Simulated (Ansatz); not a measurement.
Geometry optimisation, Ansatz, RKS r2SCAN/def2-SVP.

Input:

```yaml
crystal:
  periodic: [false, false, false]
  atoms:
    - { symbol: "N", position_ang: [-2.1535, 0.3411, -0.3215] }
    - { symbol: Sn, position_ang: [-0.5255, -0.7611, 0.0001] }
    - { symbol: B, position_ang: [0.7259, 0.072, 1.6272] }
    - { symbol: O, position_ang: [1.6705, 0.7881, 0.6238] }
    - { symbol: C, position_ang: [1.211, 0.2076, -0.6068] }
    - { symbol: H, position_ang: [-2.53529, 0.72464, 0.62358] }
    - { symbol: H, position_ang: [-2.93519, -0.28795, -0.64681] }
    - { symbol: H, position_ang: [-0.5739, -2.4722, -0.2485] }
    - { symbol: H, position_ang: [1.0573, -0.4645, 2.6849] }
    - { symbol: H, position_ang: [0.9968, 1.0103, -1.3108] }
    - { symbol: H, position_ang: [1.9687, -0.4972, -0.9343] }
basis:
  gaussian: { orbitals: def2-SVP }
hamiltonian:
  xc: r2scan
relax:
  f_tol: 0.015
  max_steps: 40
```

Run as:

```bash
$ ansatz run input.yaml --threads 2 --pin off --max-ram 3072MiB --backend cpu --events-out ev --progress --plain --runs-dir out
```

**Question.** Where does it end, and by what steps?

**Answer.** It converged. The force dipped under the threshold on the way, but the program's further checks kept it going. After 15 steps the energy has fallen by 1.604 eV; H6 moved furthest, 0.52 Å.

```json
{"step": "0", "energy less start (eV)": "0.0000", "largest force component (eV/Å)": "3.414", "accepted": "yes"}
{"step": "1", "energy less start (eV)": "-1.0134", "largest force component (eV/Å)": "2.142", "accepted": "yes"}
{"step": "2", "energy less start (eV)": "-1.4254", "largest force component (eV/Å)": "1.129", "accepted": "yes"}
{"step": "3", "energy less start (eV)": "-1.5428", "largest force component (eV/Å)": "0.348", "accepted": "yes"}
{"step": "4", "energy less start (eV)": "-1.5551", "largest force component (eV/Å)": "0.523", "accepted": "yes"}
{"step": "5", "energy less start (eV)": "-1.5921", "largest force component (eV/Å)": "0.200", "accepted": "yes"}
{"step": "6", "energy less start (eV)": "-1.5875", "largest force component (eV/Å)": "0.412", "accepted": "no"}
{"step": "7", "energy less start (eV)": "-1.5764", "largest force component (eV/Å)": "0.489", "accepted": "no"}
{"step": "8", "energy less start (eV)": "-1.5994", "largest force component (eV/Å)": "0.192", "accepted": "yes"}
{"step": "9", "energy less start (eV)": "-1.6010", "largest force component (eV/Å)": "0.128", "accepted": "yes"}
{"step": "10", "energy less start (eV)": "-1.6029", "largest force component (eV/Å)": "0.035", "accepted": "yes"}
{"step": "11", "energy less start (eV)": "-1.6035", "largest force component (eV/Å)": "0.103", "accepted": "yes"}
{"step": "12", "energy less start (eV)": "-1.6032", "largest force component (eV/Å)": "0.084", "accepted": "no"}
{"step": "13", "energy less start (eV)": "-1.6040", "largest force component (eV/Å)": "0.012", "accepted": "yes"}
{"step": "14", "energy less start (eV)": "-1.6039", "largest force component (eV/Å)": "0.039", "accepted": "no"}
{"step": "15", "energy less start (eV)": "-1.6041", "largest force component (eV/Å)": "0.004", "accepted": "yes"}
```

```xyz
11
Properties=species:S:1:pos:R:3
N -2.318 0.127 -0.428
Sn -0.581 -0.824 0.139
B 0.957 -0.118 1.698
O 1.769 0.371 0.750
C 1.246 0.228 -0.610
H -2.542 0.941 0.146
H -3.127 -0.495 -0.385
H -0.825 -2.428 -0.442
H 1.230 -0.056 2.872
H 1.110 1.235 -1.037
H 1.987 -0.320 -1.212
```

Time of the run: 90 s on 2 threads of Arm Neoverse V1 (shared host), peak memory 0.2 GiB.
